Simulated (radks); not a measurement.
Results of a calculation; reference values are marked as such.
Ionisation of S3+, [Ne] 3s2 3p1, to S4+, [Ne] 3s2, under several functionals. Scalar-relativistic Kohn-Sham, spin-polarised, spherical densities, point nucleus; open shells are filled with parallel spins first; a radial shooting solver on a logarithmic mesh with Libxc functionals. The NIST Atomic Spectra Database gives 47.22 eV (semi-empirical). Rank these functionals by the error of their Delta-SCF ionisation energy: SOGGA; PBEsol; revPBE; PBE.

Answer. From best to worst: PBE 47.205 eV (-0.017); revPBE 47.169 eV (-0.053); PBEsol 47.165 eV (-0.057); SOGGA 47.056 eV (-0.166). Open shells are spherical and high-spin; term and fine-structure splittings are not resolved.
